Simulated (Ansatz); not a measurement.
Basis sets compared for B₅P₅ (the lowest singlet isomer of a short search). Charge 0, multiplicity 1. Geometry r2SCAN-D4/def2-SVP. Ansatz on 4 threads of Arm Neoverse V2 on a shared host; times are rough, and most runs start from earlier orbitals.

```
atom   x (Å)   y (Å)   z (Å)
  B1   0.040  -1.633  -0.212
  B2  -0.351   1.415   0.206
  B3  -1.599   0.175  -0.818
  B4   1.222   1.072   0.438
  B5   1.458  -0.687   0.644
  P6   2.880   0.561   0.654
  P7   1.045  -2.404   1.070
  P8  -2.054   1.063   0.829
  P9  -1.418   1.956  -1.311
 P10  -1.223  -1.517  -1.499
```

B3LYP takes the VWN-RPA correlation. The restricted singlet is unstable towards broken spin symmetry in Hartree–Fock (as tested in another run); at PBE-D4/def2-SVP, B3LYP-D4/6-31G, B3LYP-D4/def2-TZVP, PBE0-D4/def2-SVP and others this wasn't settled. Another isomer (singlet) lies 0.47 eV lower at PBE0-D4/def2-TZVP.

Binding counts from free atoms (B doublet, P quartet) in the same basis, without a counterpoise term.

| level | functions | energy (Eh) | HOMO (eV) | LUMO (eV) | binding per atom (eV) | wall time |
| --- | --- | --- | --- | --- | --- | --- |
| PBE-D4/def2-SVP | 160 | -1829.4459 | -5.74 | -4.77 | 4.35 | 2.3 s |
| B3LYP-D4/6-31G | 110 | -1830.8363 | -6.41 | -4.44 | 3.53 | 2 s |
| PBE0-D4/def2-SVP | 160 | -1829.5841 | -6.58 | -4.35 | 4.16 | 3.3 s |

**Question.** Estimate the rows for PBE-D4/def2-TZVP, B3LYP-D4/def2-TZVP, PBE0-D4/def2-TZVP (with forces).

**Answer.** 
```csv
level,functions,energy (Eh),HOMO (eV),LUMO (eV),binding per atom (eV),wall time
PBE-D4/def2-TZVP,340,-1830.1544,-5.72,-4.77,4.32,5.5 s
B3LYP-D4/def2-TZVP,340,-1831.1908,-6.28,-4.33,4.00,12 s
PBE0-D4/def2-TZVP (with forces),340,-1830.2881,-6.51,-4.30,4.14,22 s
```
